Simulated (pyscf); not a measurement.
PySCF, gas phase, ωB97X-D3(BJ)/def2-SVP geometries.

Question: What is the homolytic dissociation enthalpy (298 K, ωB97M-D3(BJ)/def2-TZVP) of the Si–Si bond of H₂N–SiH₂–Si(OH)(SiH₃)–SiH₃, to H₂N–SiH₂• + HO–Si•(SiH₃)–SiH₃?

Answer: Si–Si to H₂N–SiH₂• + HO–Si•(SiH₃)–SiH₃: 3.03 eV. The 7 functionals that were run give +2.69 (PBE) to +3.21 eV (ωB97X-D3(BJ)). Other isomers of H₂N–SiH₂•, HO–Si•(SiH₃)–SiH₃ were not searched in full and may lie lower.
